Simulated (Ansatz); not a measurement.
`B[CH](O)[GeH3]` + `C[SiH](O)F` → `BO[SiH](C)F` + `O[CH2][GeH3]`  (ligand exchange at a B–C bond)

Program: Ansatz. Geometries: PBE0-D4/def2-TZVP. ΔE: electronic, gas phase. CBS: MP2 limit from def2 TZ/QZ plus the TZ coupled-cluster correction, frozen cores. DFT in def2-TZVPP. For Ge outer-core shells are correlated without core-valence functions, which leaves a few kJ/mol of doubt a bond. Scalar relativity is left out up to krypton. One conformer a species, not always the lowest.

`B[CH](O)[GeH3]`:

Cartesian coordinates in Å:
```
B 0.679 0.287 -1.230
C 0.360 0.845 0.121
O 1.307 0.859 1.127
Ge -0.863 -0.899 0.232
H 1.669 -0.355 -1.419
H -0.141 0.438 -2.093
H -0.423 1.601 0.229
H 0.891 1.080 1.965
H -0.754 -1.171 1.741
H -2.305 -0.530 -0.143
H -0.421 -2.155 -0.531
```

`C[SiH](O)F`:

Cartesian coordinates in Å:
```
C -1.118 0.256 0.142
Si 0.731 0.164 0.170
O 1.308 -1.293 -0.291
F 1.275 1.299 -0.820
H -1.457 1.245 0.461
H -1.551 -0.487 0.815
H -1.510 0.077 -0.863
H 1.318 0.414 1.501
H 1.003 -1.675 -1.115
```

`BO[SiH](C)F`:

Cartesian coordinates in Å:
```
B 1.315 1.769 0.646
O 0.904 0.689 -0.051
Si -0.592 0.073 -0.365
C -0.532 -1.761 -0.217
F -0.948 0.474 -1.866
H 2.490 2.002 0.683
H 0.510 2.461 1.212
H -1.590 0.726 0.514
H 0.229 -2.174 -0.883
H -0.288 -2.056 0.806
H -1.497 -2.202 -0.479
```

`O[CH2][GeH3]`:

```xyz
9

O    -1.312   -1.045   -0.042
C    -0.027   -0.631   -0.465
Ge    0.438    1.010    0.517
H    -1.549   -1.846   -0.515
H     0.002   -0.414   -1.540
H     0.739   -1.390   -0.258
H    -0.581    2.116    0.205
H     1.839    1.469    0.070
H     0.453    0.733    2.028
```

```tsv
species	PBE energy (Eh)
`B[CH](O)[GeH3]`	-2218.90488
`C[SiH](O)F`	-505.52447
`BO[SiH](C)F`	-530.95841
`O[CH2][GeH3]`	-2193.50532
```

(1) Work out ΔE.

Largest T1 diagnostic among the species: 0.013.

Results:

(1) ΔE = (-530.95841) + (-2193.50532) − (-2218.90488) − (-505.52447) = -0.03438 Eh = -21.6 kcal/mol. CCSD(T)/CBS gives -26.9 kcal/mol.

The D4 term adds +0.8 kcal/mol with B3LYP and +0.4 kcal/mol with PBE0; it sums over pairs of atoms, weighted by their polarisabilities, and B3LYP, whose exchange is more repulsive, gets the larger term. In def2-TZVPP, CCSD(T) changes the Hartree–Fock value by +10.1 kcal/mol (the triples alone add +1.7 kcal/mol) and MP2 by +10.7 kcal/mol. From PBE to PBE0 (25 % exact exchange), in def2-TZVPP and without D4, ΔE moves by −2.6 kcal/mol.

B3LYP here is the variant with VWN-RPA as its local correlation; programs differ in this.
